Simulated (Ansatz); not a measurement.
Geometry optimisation, Ansatz, RHF/6-31G*.

The input (input.yaml):

```yaml
crystal:
  periodic: [false, false, false]
  atoms:
    - { symbol: Al, position_ang: [0.079139, 0.530177, -0.481619] }
    - { symbol: O, position_ang: [-0.217925, 0.069833, 2.436774] }
    - { symbol: Si, position_ang: [-1.491576, -0.460767, 3.361708] }
    - { symbol: H, position_ang: [-2.17361, -1.506356, 2.585861] }
    - { symbol: H, position_ang: [-1.011082, -1.024568, 4.638194] }
    - { symbol: H, position_ang: [-2.412661, 0.653498, 3.655536] }
    - { symbol: O, position_ang: [1.514165, -0.266777, -0.929557] }
    - { symbol: H, position_ang: [1.597882, -1.113171, -1.340719] }
    - { symbol: O, position_ang: [-1.447356, -0.089328, -0.897625] }
    - { symbol: H, position_ang: [-1.647489, -0.931645, -1.271324] }
    - { symbol: Si, position_ang: [0.22604, 2.630337, 0.574089] }
    - { symbol: H, position_ang: [1.140408, 2.568028, 1.750807] }
    - { symbol: H, position_ang: [0.731667, 3.746185, -0.262269] }
    - { symbol: H, position_ang: [-1.086745, 3.059492, 1.121896] }
    - { symbol: H, position_ang: [0.181044, 0.932962, 2.636849] }
basis:
  gaussian: { orbitals: "6-31G*" }
hamiltonian:
  xc: hf
relax:
  f_tol: 0.03
  max_steps: 50
```

Launched with:

```bash
$ ansatz run input.yaml --threads 2 --pin off --max-ram 3072MiB --backend cpu --events-out ev --progress --plain --runs-dir out
```

Q: Where does it end, and by what steps?

A: The forces met the threshold. After 28 steps the energy has fallen by 0.811 eV; H10 moved furthest, 1.42 Å. Joined: Al1–O2 (2.97 → 1.97 Å).

```tsv
step	energy less start (eV)	largest force component (eV/Å)	accepted
0	0.0000	1.291	yes
1	-0.1221	1.090	yes
2	-0.2106	1.205	yes
3	-0.3765	1.629	yes
4	-0.5026	1.854	yes
5	-0.5959	1.060	yes
6	-0.6662	0.387	yes
7	-0.7003	0.411	yes
8	-0.7045	0.417	yes
9	-0.7415	0.314	yes
10	-0.7522	0.354	yes
11	-0.7813	0.283	yes
12	-0.7630	0.659	no
13	-0.7877	0.227	yes
14	-0.7928	0.118	yes
15	-0.7928	0.538	yes
16	-0.7969	0.215	yes
17	-0.8028	0.182	yes
18	-0.7253	0.579	no
19	-0.8026	0.511	no
20	-0.8072	0.094	yes
21	-0.8088	0.184	yes
22	-0.8099	0.043	yes
23	-0.8104	0.088	yes
24	-0.8110	0.030	yes
25	-0.8111	0.077	yes
26	-0.8112	0.063	yes
27	-0.8114	0.030	yes
28	-0.8114	0.010	yes
```

```xyz
15
Properties=species:S:1:pos:R:3
Al 0.053 0.558 0.344
O -0.101 -0.063 2.209
Si -1.526 -0.828 2.790
H -1.746 -2.112 2.130
H -1.194 -1.067 4.207
H -2.644 0.105 2.696
O 1.451 -0.270 -0.213
H 1.403 -1.128 -0.607
O -1.499 -0.174 0.061
H -2.161 0.163 -0.522
Si 0.276 3.017 0.421
H 1.444 3.457 1.228
H 0.436 3.641 -0.917
H -0.906 3.678 1.038
H 0.697 -0.180 2.713
```

Whether the end is a true minimum wasn't checked by a vibrational analysis.

The run took 80 s on 2 threads of Arm Neoverse V1 (shared host), peak memory 0.28 GiB.
